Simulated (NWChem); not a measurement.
Species: CsI; SMILES [I][Cs]

```xyz
2

Cs     0.0000     0.0000    -1.6606
I      0.0000     0.0000     1.7225
```
Atoms are numbered in this order, from 1.

Level: PBE0/def2-SVP with def2 effective core potentials on I, Cs (NWChem), optimised geometry, unscaled harmonic frequencies. def2 effective core potentials on I, Cs; no spin-orbit coupling.

```csv
frequency (cm⁻¹),IR intensity (km/mol)
118,17.0
```

```
Quantity                                                                           Result
-----------------------------------------------------------------------  ----------------
zero-point energy                                                            0.2 kcal/mol
thermal correction to the enthalpy at 298.15 K (with zero-point energy)      2.7 kcal/mol
heat capacity Cv                                                          6.9 cal/(mol K)
entropy at 298.15 K and 1 atm (symmetry number 1)                        65.8 cal/(mol K)
```

Rigid rotor and harmonic oscillator.
